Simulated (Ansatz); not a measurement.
Frontier orbitals of C2H9AsSi, SMILES `CC([SiH3])[AsH2]`.

The species carries charge 0 and has multiplicity 1. Correlated methods include outer-core shells of As, which these sets cover unevenly. Scalar relativity is left out up to krypton. All single points use the PBE0-D4/def2-TZVP geometry. Basis def2-TZVPP, the Gaussian-basis code of Ansatz.

```
             functional  HOMO (eV)  LUMO (eV)  gap (eV)
            LDA (SPW92)      -6.29      -1.00      5.29
                    PBE      -6.17      -0.76      5.41
                   BLYP      -6.05      -0.65      5.40
                 r2SCAN      -6.43      -0.44      5.99
                   PBE0      -7.27       0.06      7.33
                  B3LYP      -7.08      -0.17      6.91
HSE06 (plane-wave form)      -6.87      -0.32      6.55
              CAM-B3LYP      -8.56       1.01      9.57
                ωB97M-V      -9.43       1.72     11.15
```

From PBE to PBE0 the HOMO moves by −1.09 eV and the LUMO by +0.81 eV, and with ωB97M-V by −3.26 and +2.48 eV, so the gap grows from 5.41 to 11.15 eV with exact exchange. A positive LUMO is unbound and depends on the basis.

B3LYP here is the variant with VWN-RPA as its local correlation; programs differ in this.
